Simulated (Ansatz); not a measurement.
**Relative stability**

The two ends of one reaction step of SiNH6ClO, singlet (PBE0-D4/def2-TZVP).

A:

```
10
angstrom
Si -1.2504 0.0002 -0.2973
N -0.4819 -0.9842 0.8451
H -0.8589 -0.3944 -1.6657
H -2.7118 -0.0472 -0.0778
Cl -0.7425 2.0297 -0.1871
H 1.6422 1.0613 -0.1262
O 2.1099 0.2185 -0.1266
H -0.8268 -1.0347 1.7898
H 0.5275 -1.0425 0.8016
H 2.5926 0.1931 -0.9557
```

B:

```xyz
10
angstrom
Si -0.3716 0.4702 -0.5265
N 0.0859 -1.1568 0.8221
H -0.4599 -0.6043 -1.5418
H -1.5444 0.6643 0.3568
Cl -0.7545 2.1239 -1.8501
H 0.9448 -1.6053 0.5227
O 1.1248 0.9579 0.0024
H 0.2433 -0.7836 1.7518
H -0.6475 -1.8549 0.8703
H 1.3789 1.7886 -0.4077
```

Program: Ansatz 0.2.0. Basis: def2-TZVPP. Cores are frozen in the correlated methods. B3LYP uses VWN-RPA correlation.

Q: Which structure is lower at CCSD(T), and by how much? (To be estimated.)

A: By the calculation: B, by 11.54 kcal/mol (electronic energy, against the other). By their contacts, A is a complex of SiNH₄Cl ([NH2][SiH2][Cl]) + H₂O and B is SiNH₆ClO ([NH3][SiH2]([OH])[Cl]).

All methods give the same order:

```json
{"method": "SPW92", "E(B) − E(A) (kcal/mol)": "-14.57"}
{"method": "PBE-D4", "E(B) − E(A) (kcal/mol)": "-11.09"}
{"method": "BLYP-D4", "E(B) − E(A) (kcal/mol)": "-9.35"}
{"method": "r2SCAN-D4", "E(B) − E(A) (kcal/mol)": "-12.52"}
{"method": "B97M-V", "E(B) − E(A) (kcal/mol)": "-12.18"}
{"method": "PBE0-D4", "E(B) − E(A) (kcal/mol)": "-11.70"}
{"method": "B3LYP-D4", "E(B) − E(A) (kcal/mol)": "-10.02"}
{"method": "r2SCAN0-D4", "E(B) − E(A) (kcal/mol)": "-12.66"}
{"method": "BHLYP-D4", "E(B) − E(A) (kcal/mol)": "-10.78"}
{"method": "CAM-B3LYP-D4", "E(B) − E(A) (kcal/mol)": "-10.79"}
{"method": "wB97X-V", "E(B) − E(A) (kcal/mol)": "-11.59"}
{"method": "wB97M-V", "E(B) − E(A) (kcal/mol)": "-11.79"}
{"method": "B2PLYP", "E(B) − E(A) (kcal/mol)": "-10.75"}
{"method": "PBE-QIDH", "E(B) − E(A) (kcal/mol)": "-12.55"}
{"method": "RPA on PBE", "E(B) − E(A) (kcal/mol)": "-11.24"}
{"method": "HF", "E(B) − E(A) (kcal/mol)": "-8.82"}
{"method": "MP2", "E(B) − E(A) (kcal/mol)": "-11.89"}
{"method": "CCSD", "E(B) − E(A) (kcal/mol)": "-11.23"}
{"method": "CCSD(T)", "E(B) − E(A) (kcal/mol)": "-11.54"}
```

The T1 diagnostic stays at or below 0.010.

Labels in which every atom is bracketed show which atoms are joined, not bond orders.

For scale, one of the runs: CCSD(T)/def2-TZVPP, 230 basis functions, launched by `ansatz run in.yaml --threads 4 --pin off --events-out ev --progress --plain --max-ram 9574MiB`. Hardware: 4 CPU threads of an AMD EPYC 9R45, shared host. Wall time 25 s; peak host memory 3.8 GiB.
